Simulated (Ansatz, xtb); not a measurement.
Two structures of Ge2H5NSi

Structure X: a singlet given by its coordinates. Structure Y: a singlet given by its coordinates. Both are isolated molecules in the gas phase, relaxed with BLYP-D3(BJ)/def2-SVP.

X (Å):

```xyz
9

Ge    1.7558   -1.7627    0.0473
Ge    0.9521    0.9520   -0.3842
N     0.1605   -0.9230   -0.0047
Si   -1.5275   -1.4005    0.1095
H    -2.2261   -0.5783    1.1538
H    -1.6255   -2.8534    0.4798
H    -2.2243   -1.1826   -1.2032
H     2.4366   -0.0274   -0.1251
H     1.0516    0.7120   -1.9940
```

Close contacts (Å): Ge1–Ge2 2.86, Ge1–N3 1.80, Ge2–N3 2.07, N3–Si4 1.76, Ge1–H8 1.87, Ge2–H8 1.80, Ge2–H9 1.63, Si4–H5 1.50, Si4–H6 1.50, Si4–H7 1.50.

Y (Å):

```xyz
9

Ge   -1.0064   -0.5923    1.8879
Ge    0.7077   -0.7310   -0.8148
N     0.6666   -0.4175    1.0779
Si   -1.6668   -1.1324   -0.5466
H    -2.5195   -0.1788   -1.3449
H    -2.0745   -2.5298   -0.9403
H     1.5009   -0.1679    1.6284
H     1.7107   -1.8928   -1.1285
H     1.2502    0.5463   -1.5418
```

Close contacts (Å): Ge1–N3 1.87, Ge1–Si4 2.58, Ge2–N3 1.92, Ge2–Si4 2.42, Ge2–H8 1.57, Ge2–H9 1.57, N3–H7 1.03, Si4–H5 1.51, Si4–H6 1.51.

Quicker runs give these differences E(Y) − E(X): GFN2-xTB +122.77 kJ/mol; HF/STO-3G −159.63 kJ/mol (at GFN2-xTB geometries); r2SCAN-D4/def2-SVP −1.25 kJ/mol (at GFN2-xTB geometries).

Q: Which of the two would you expect CCSD(T)/def2-SVP + ΔMP2/def2-TZVPP electronic energies to favour?

A: Structure Y; the calculation gives E(Y) − E(X) = −5.62 kJ/mol.

How the difference moves with the method:

| level | geometry | E(Y) − E(X) (kJ/mol) | departure from the last row (kJ/mol) | job, with rough time for the two |
| --- | --- | --- | --- | --- |
| GFN2-xTB | GFN2-xTB | +122.77 | +128.39 | optimisation, 0.5 s |
| HF/STO-3G | GFN2-xTB | −159.63 | −154.01 | single point, 0.62 s |
| r2SCAN-D4/def2-SVP | GFN2-xTB | −1.25 | +4.37 | single point, 3.4 s |
| BLYP-D3(BJ)/def2-SVP | BLYP-D3(BJ)/def2-SVP | +14.55 | +20.17 | optimisation, 18 s |
| HF/def2-SVP | BLYP-D3(BJ)/def2-SVP | −15.78 | −10.16 | part of the CCSD(T) run |
| MP2/def2-SVP | BLYP-D3(BJ)/def2-SVP | −10.93 | −5.32 | part of the CCSD(T) run |
| CCSD(T)/def2-SVP | BLYP-D3(BJ)/def2-SVP | −10.06 | −4.44 | single point |
| CCSD(T)/def2-SVP + ΔMP2/def2-TZVPP | BLYP-D3(BJ)/def2-SVP | −5.62 |  | single point, 37 s |

GFN2-xTB, BLYP-D3(BJ)/def2-SVP put the two in the other order. r2SCAN-D4/def2-SVP finds them nearly level. The largest departure from CCSD(T)/def2-SVP + ΔMP2/def2-TZVPP is that of HF/STO-3G, 154.01 kJ/mol. The last row adds to CCSD(T) the change of the MP2 difference between the two basis sets, here +4.44 kJ/mol.

With harmonic frequencies from BLYP-D3(BJ)/def2-SVP (ideal gas, rigid rotor, one conformer each, 298.15 K, 1 atm): the zero-point term adds +8.83 kJ/mol; ΔH is +2.75 and ΔG +5.93 kJ/mol. The zero-point term alone reverses the order. The free energy reverses the electronic order.

The correlated steps freeze 24 core orbitals; the filled d shell of Ge is correlated, in a basis made for valence electrons. Mirror images aren't counted in ΔG. Programs: Ansatz 0.2.0, xtb 6.7.1; the last row on 2 threads of Intel(R) Xeon(R) 6975P-C (Granite Rapids) on a shared host.
